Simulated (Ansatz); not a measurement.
Harmonic frequencies (cm⁻¹) at PBE0-D4/def2-TZVP from Ansatz: 11, 82, 89, 159, 168, 371, 474, 570, 648, 692, 703, 704, 777, 993, 1007, 1165, 1209, 1336, 1388, 1446, 1448, 1450, 1697, 3053, 3134, 3138, 3139, 3140, 3259, 3648.

Each molecule was computed in one conformer, which needn't be the lowest.

**Question.** Which molecule is it?
A. `C=C[NH][Zn][CH3]`
B. `SC1COC1`
C. `N=C(F)S[SiH2]N`
D. `CNC(O)S`

**Answer.** A.
